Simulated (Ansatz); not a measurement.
Zn₂O⁺. Total charge 1; doublet. Geometry PBE-D4/def2-TZVP, that of the neutral singlet; atoms count from 1.

```xyz
3

Zn    0.214   -1.703   -0.573
Zn   -0.214    1.703    0.573
O     0.000    0.000    0.000
```

The structure comes from a short search, and lower isomers may exist.

(1) Estimate the Mulliken populations from the PBE0/def2-TZVP orbitals of Ansatz.

(2) Where does the spin sit?

(3) And the Mayer bond orders between bonded heavy atoms (over 0.3)?

## Answers

(1) 
```tsv
atom	charge (e)	spin (α − β)	d electrons
Zn1	0.76	0.57	10.02
Zn2	0.76	0.57	10.02
O3	-0.52	-0.13	–
```
Mulliken values and Mayer orders depend strongly on the basis.

(2) Summed by element: Zn 1.13, O -0.13, of 1 unpaired in all. Largest on single atoms: Zn1 0.57, Zn2 0.57, O3 -0.13.

(3) Zn1–O3 0.94 (1.81 Å); Zn2–O3 0.94 (1.81 Å). Values over 0.3 also appear between atoms too far apart for a bond (Zn1–Zn2 0.39 at 3.62 Å); they arise where an orbital or an unpaired electron spreads over both atoms.
